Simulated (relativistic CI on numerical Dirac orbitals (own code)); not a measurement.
# Racah parameters of the free ion Cr3+ from its measured terms

Problem. The configuration 3s²3p⁶3d³ of Cr3+ has the measured levels ⁴F: 0.0 (J = 3/2), 235.8 (J = 5/2), 555.6 (J = 7/2), 945.6 (J = 9/2); ⁴P: 14059.0 (J = 1/2), 14177.1 (J = 3/2), 14471.3 (J = 5/2); ²G: 15051.8 (J = 7/2), 15401.6 (J = 9/2) cm⁻¹ (Sugar and Corliss, J. Phys. Chem. Ref. Data 6, 317 (1977)). Find B and C, and predict the term ²H.

Working.
1. Centres of gravity, weighted by 2J + 1: ⁴F 547.0, ⁴P 14304.5, ²G 15246.1 cm⁻¹.
2. ⁴P − ⁴F = 15B gives B = 13757.5/15 = 917 cm⁻¹.
3. ²G − ⁴F = 4B + 3C gives C = (14699.1 − 3668.7)/3 = 3677 cm⁻¹, and C/B = 4.01.
4. ²H − ⁴F = 9B + 3C = 19285 cm⁻¹.

Check. The measured centre of ²H lies 20658 cm⁻¹ above that of ⁴F, so the two-parameter theory misses by -1373 cm⁻¹; fits add the Trees term αL(L + 1) for such residues. The calculated radial integrals (Dirac-KLI orbitals, unscaled: F² = 86443, F⁴ = 54119 cm⁻¹) give B = F²/49 − 5F⁴/441 = 1151 and C = 35F⁴/441 = 4295 cm⁻¹, so the measured B is 80 % and C 86 % of them. A complex lowers B further; the nephelauxetic ratio is taken against the free-ion value found here.
